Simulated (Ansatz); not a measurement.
`[SiH3]C[CH2][GeH3]` + `CC=C=N` → `CC([SiH3])=C=N` + `C[CH2][GeH3]`  (formal exchange of groups at the Si–C bond)

Calculated with Ansatz (gas phase, PBE0-D4/def2-TZVP geometries, no zero-point term in ΔE). CBS: MP2 limit from def2 TZ/QZ plus the TZ coupled-cluster correction, frozen cores. Functionals use def2-TZVPP. For Ge outer-core shells are correlated without core-valence functions, which leaves a few kJ/mol of doubt a bond. Scalar relativity is left out up to krypton. Each species was taken in one conformer, which may not be the lowest.

`[SiH3]C[CH2][GeH3]`:

```xyz
14

Si    1.280   -1.916    0.194
C     0.054   -0.640   -0.439
C    -0.022    0.598    0.456
Ge   -1.296    1.939   -0.201
H     0.893   -2.357    1.562
H     1.330   -3.109   -0.695
H     2.642   -1.318    0.266
H    -0.929   -1.118   -0.523
H     0.341   -0.364   -1.460
H     0.957    1.080    0.538
H    -0.318    0.326    1.473
H    -2.703    1.317   -0.284
H    -0.882    2.395   -1.613
H    -1.346    3.167    0.726
```

`CC=C=N`:

```xyz
9

C    -0.632    0.976    0.583
C     0.464    0.343   -0.221
C     0.597   -0.946   -0.386
N     0.787   -2.151   -0.436
H    -1.248    1.634   -0.036
H    -1.284    0.221    1.024
H    -0.220    1.580    1.395
H     1.198    0.976   -0.711
H     0.337   -2.633   -1.213
```

`CC([SiH3])=C=N`:

```xyz
12

C     0.426   -0.684   -1.393
C    -0.018   -0.185   -0.039
Si   -0.343    1.617    0.257
C    -0.190   -0.989    0.977
N    -0.476   -1.732    1.901
H     1.376   -0.228   -1.687
H     0.555   -1.767   -1.401
H    -0.310   -0.427   -2.160
H     0.882    2.416   -0.027
H    -0.755    1.825    1.668
H    -1.413    2.103   -0.657
H     0.267   -1.950    2.560
```

`C[CH2][GeH3]`:

Z-matrix (Å, degrees):
```
C
C 1 1.522
H 1 1.094 2 111.5
H 1 1.093 2 111.5 3 -120.0
H 1 1.093 2 111.5 3 120.0
Ge 2 1.960 1 113.0 3 180.0
H 2 1.093 1 110.8 3 -59.1
H 2 1.093 1 110.8 3 59.0
H 6 1.541 2 110.0 1 -59.6
H 6 1.541 2 110.0 1 59.6
H 6 1.540 2 111.1 1 -180.0
```

```json
{"level": "PBE0-D4", "ΔE (kJ/mol)": "-27.7"}
{"level": "MP2/def2-QZVPP", "ΔE (kJ/mol)": "-31.9"}
```

Problem. What does CCSD(T)/CBS give? (Best estimate.)

Solution. The calculation gave: -26.8 kJ/mol. The listed levels differ from it by -0.9, -5.1 kJ/mol.

Largest T1 diagnostic among the species: 0.014.
